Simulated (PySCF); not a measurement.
## Which method gave which barrier?

Saddle point of SiH₂SF₂, singlet (SiF₂ + H₂S → SiH₂SF₂ ([F][SiH]([F])[SH]); bonds formed: Si1–H4, Si1–S5; bonds broken: H4–S5), PBE0-D4/def2-TZVP structure:

Si1  (0.311, -0.812, 0.342)
F2  (-1.210, -1.156, 0.677)
F3  (0.704, -1.707, -0.915)
H4  (0.970, 0.662, 0.495)
S5  (0.057, 1.336, -0.774)
H6  (-0.832, 1.678, 0.175)
(Å)

PySCF 2.14 with density fitting (its default auxiliary sets; JK sets also for MP2 and CCSD(T)); basis: def2-TZVPP, with def2-QZVPP for the basis limit; cores frozen in the correlated methods. B3LYP uses VWN-RPA correlation. Extrapolation: Hartree–Fock as exp(−7.88 √X), correlation as X^−2.97. Four methods, as single points on the PBE0-D4 structures, gave these electronic barriers from the start structure: 0.853, 1.158, 1.222, 1.832 eV.

(1) The methods were, in alphabetical order, B3LYP-D4, CCSD(T), HF, PBE-D4. Which gave which? (Judge from chemistry; the calculation decides.)

T1 diagnostic: at most 0.016. The restricted Hartree–Fock reference is unstable towards an unrestricted one at one or more of these structures.

## Answers

(1) The calculation gives: PBE-D4 0.853; B3LYP-D4 1.158; CCSD(T) 1.222; HF 1.832 eV. For comparison, CCSD(T) at an estimated basis limit (MP2 extrapolated from triple and quadruple zeta, plus CCSD(T) − MP2 in triple zeta) gives 1.153 eV.

Losses and insertions of silylenes and their heavier kin drive the gas-phase chemistry of silicon and germanium vapour deposition.

Labels in which every atom is bracketed show which atoms are joined, not bond orders.

For scale, one of the runs: CCSD(T)/def2-TZVPP, 174 basis functions, launched by `OMP_NUM_THREADS=4 python run.py`. Time: 2.2 min of wall clock on 4 CPU threads of an AMD EPYC 7B13; the host was shared. Peak host memory: 1.8 GiB.
